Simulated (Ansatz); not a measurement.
Q: Name a neutral molecule of F, Ga, O, Si and H with LUMO energy (PBE0/def2-TZVPP) between -1.55 and -1.25 eV and HOMO energy (B3LYP/def2-TZVPP) between -8.75 and -8.45 eV (Ansatz, PBE0-D4/def2-TZVP geometry).

A: `[OH][Ga]([F])[O][SiH3]` (-1.50 eV, -8.73 eV). Other molecules can fit too; these were computed, each in one conformer that needn't be the lowest.

B3LYP here is the variant with VWN-RPA as its local correlation; programs differ in this.
